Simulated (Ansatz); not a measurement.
`C[Si](O)(F)Cl` + H₂ → `C[SiH](F)Cl` + H₂O at 400 K and 1 bar (hydrogenolysis of the Si–O bond).

Program: Ansatz. Geometries: PBE0-D4/def2-TZVP. ΔE: electronic, gas phase. CCSD(T)/CBS is the MP2 limit (def2-TZVPP, def2-QZVPP) plus CCSD(T) − MP2 in def2-TZVPP, frozen cores. This one scheme is used for every species. One conformer a species, not always the lowest.

```tsv
species	CCSD(T)/CBS energy (Eh)	H − E (kJ/mol)	S (J/(mol·K))
`C[Si](O)(F)Cl`	-964.48585	180.5	379.1
H₂	-1.17544	38.0	139.0
`C[SiH](F)Cl`	-889.24457	158.9	345.5
H₂O	-76.37941	69.8	198.6
```

H − E and S are ideal-gas, rigid-rotor, harmonic terms from PBE0-D4/def2-TZVP, for one conformer and one mirror image of each species. The MP2-based limit puts H₂ 0.8 mEh under its directly extrapolated value; such offsets cancel only in part. 1 Eh = 2625.50 kJ/mol, R = 8.31446 J/(mol·K).

**Question.** By hand: ΔE, ΔH, ΔS and ΔG.

**Answer.** ΔE = (-889.24457) + (-76.37941) − (-964.48585) − (-1.17544) = 0.03731 Eh = 98.0 kJ/mol. Δ(H − E) = 158.9 + 69.8 − 180.5 − 38.0 = 10.2, so ΔH = 108.2 kJ/mol. ΔS = 345.5 + 198.6 − 379.1 − 139.0 = 26.0 J/(mol·K). ΔG = 108.2 − 400 × (26.0)/1000 = 97.8 kJ/mol.

**Question.** By hand: the equilibrium constant, and the temperature at which ΔG would vanish if ΔH and ΔS stayed fixed.

**Answer.** log₁₀ K = −ΔG/(RT ln 10) = -12.8. ΔG = 0 at ΔH/ΔS = 4162 K, far beyond where these terms or the molecules hold.

ΔH outweighs TΔS. A doubt of 5 kJ/mol in ΔE shifts log₁₀ K by 0.7 here. Other conformers and mirror images would add mixing entropy, several J/(mol·K) or more a flexible species. These are equilibria of isolated gas molecules and say nothing of rates. Largest T1 diagnostic: 0.010 (customary marks: 0.02 for closed shells, 0.045 for open ones).
